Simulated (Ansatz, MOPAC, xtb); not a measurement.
The molecule MoF+, multiplicity 5 (lowest of 2S+1 = 1, 3, 5, 7, 9 at CCSD(T)/def2-TZVPP on PBE0 minima; our sources give no spin for the ground state, which may be another). No spin–orbit coupling.

Seven points along R, fitted to fifth degree in 1/R; most abundant isotopes. In def2 and cc sets the state is the lowest found near the PBE0 minimum, followed along R.

Run with Ansatz (a program for electronic structure); MOPAC for PM6, PM7 (differences of heats of formation); xtb for the GFN methods. Values without a source in brackets are computed. In def2 rows elements past Kr take small-core potentials, without spin–orbit coupling. The GFN methods have no spin term and hold the electronic entropy of 300 K.

```csv
level,r_e (Å),ω_e (cm⁻¹),α_e (cm⁻¹),B_e (cm⁻¹)
PM6,1.757,741,0.0013,0.343
PM7,1.774,818,0.0014,0.337
GFN1-xTB,1.762,582,0.0032,0.341
GFN2-xTB,1.822,469,0.0036,0.319
SVWN5/def2-TZVPP,1.812,759,0.0018,0.323
PBE/def2-TZVPP,1.838,720,0.0018,0.314
r2SCAN/def2-TZVPP,1.833,735,0.0018,0.316
B97M-V/def2-TZVPP,1.836,729,0.0018,0.314
B3LYP/def2-TZVPP,1.839,729,0.0017,0.313
PBE0/def2-TZVPP,1.826,745,0.0018,0.318
BHLYP/def2-TZVPP,1.832,748,0.0017,0.316
CAM-B3LYP/def2-TZVPP,1.833,744,0.0017,0.316
wB97X-V/def2-TZVPP,1.831,745,0.0017,0.316
wB97M-V/def2-TZVPP,1.834,739,0.0017,0.315
B2PLYP/def2-TZVPP,1.838,735,0.0017,0.314
CCSD/def2-TZVPP,1.836,746,0.0017,0.314
CCSD(T)/def2-TZVPP,1.838,742,0.0017,0.314
```

Correlated levels freeze the inner cores; with def2 sets outer-core shells near the valence are correlated too. The state that PM6, PM7 reach isn't checked; PM7 holds dispersion and hydrogen-bond terms.
